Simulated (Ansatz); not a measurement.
CH₆BFOSi, SMILES `CB(F)O[SiH3]`, relaxed with RKS PBE0-D4/def2-TZVP in Ansatz from a PBE-D4/def2-SVP geometry. The force threshold is 0.005 eV/Å; the program also tests the step.

The species carries charge 0 and has multiplicity 1.

Start:

```xyz
11

C     0.057    1.807    1.053
B    -0.072    0.308    0.607
F    -0.317   -0.650    1.533
O     0.075   -0.089   -0.689
Si   -0.002   -1.652   -1.356
H     1.024    1.950    1.584
H    -0.736    2.081    1.780
H     0.032    2.509    0.199
H     0.988   -2.562   -0.687
H     0.343   -1.497   -2.807
H    -1.392   -2.205   -1.216
```

| step | energy (eV) | largest force (eV/Å) | largest move (Å) |
| --- | --- | --- | --- |
| 1 | -14449.6166 | 0.804 | 0.000 |
| 2 | -14449.6608 | 0.506 | 0.030 |
| 3 | -14449.6698 | 0.130 | 0.017 |
| 4 | -14449.6702 | 0.168 | 0.025 |
| 5 | -14449.6707 | 0.123 | 0.022 |
| 6 | -14449.6719 | 0.042 | 0.038 |
| 7 | -14449.6721 | 0.006 | 0.017 |
| 8 | -14449.6723 | 0.035 | 0.035 |
| 9 | -14449.6723 | 0.036 | 0.017 |
| 10 | -14449.6724 | 0.042 | 0.025 |
| 11 | -14449.6725 | 0.037 | 0.012 |
| 12 | -14449.6725 | 0.038 | 0.022 |
| 13 | -14449.6726 | 0.042 | 0.031 |
| 14 | -14449.6726 | 0.026 | 0.005 |
| 15 | -14449.6726 | 0.011 | 0.003 |
| 16 | -14449.6727 | 0.004 | 0.009 |
| 17 | -14449.6727 | 0.009 | 0.020 |
| 18 | -14449.6727 | 0.012 | 0.012 |
| 19 (rejected) | -14449.6727 | 0.011 | 0.012 |
| 20 | -14449.6727 | 0.003 | 0.006 |
| 21 | -14449.6727 | 0.005 | 0.009 |
| 22 | -14449.6727 | 0.008 | 0.005 |
| 23 | -14449.6727 | 0.006 | 0.003 |
| 24 | -14449.6727 | 0.001 | 0.002 |

End:

```xyz
11

C     0.072    1.791    1.039
B    -0.044    0.296    0.614
F    -0.270   -0.636    1.554
O     0.071   -0.122   -0.666
Si   -0.014   -1.631   -1.350
H     0.877    1.915    1.770
H    -0.844    2.113    1.543
H     0.260    2.455    0.196
H     1.051   -2.504   -0.799
H     0.187   -1.442   -2.805
H    -1.345   -2.235   -1.096
```

Run time 57 s (4 threads of a server CPU on a shared host); peak host memory 0.49 GiB.
